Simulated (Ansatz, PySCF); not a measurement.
This Ansatz (a quantum-chemistry and plane-wave program) input computes a BLYP/def2-TZVPD energy:

Ansatz 0.2 input:
```yaml
crystal:
  periodic: [false, false, false]
  atoms:
    - {symbol: Mg, position_ang: [0.00000000, 0.00000000, 0.00000000]}
    - {symbol: F, position_ang: [0.00000000, 0.00000000, 1.75105467]}
    - {symbol: F, position_ang: [-0.00000000, -0.00000000, -1.75105467]}
basis:
  gaussian:
    orbitals: def2-TZVPD
hamiltonian:
  xc: {name: BLYP}
output: {forces: true}
```

Question: Write an input for the same energy in PySCF and say what it gives.

Answer: 
```python
from pyscf import gto, scf, dft

mol = gto.M(
    atom='''
    Mg    0.00000000    0.00000000    0.00000000
    F     0.00000000    0.00000000    1.75105467
    F    -0.00000000   -0.00000000   -1.75105467
    ''',
    basis='def2-tzvpd',
    charge=0,
    spin=0,
    verbose=4,
)

mf = dft.RKS(mol, xc='blyp').density_fit(auxbasis='def2-universal-jkfit')
mf.grids.level = 3
mf.conv_tol = 1e-9
mf.max_cycle = 100
mf.max_memory = 1500
mf.kernel()
if not mf.converged:
    mf = mf.newton()
    mf.kernel(mf.make_rdm1())
mf.analyze()
```
It gives -399.99085 Eh, and Ansatz -399.99081 Eh, a difference of 0.04 mEh, from the treatment of integrals and grids.
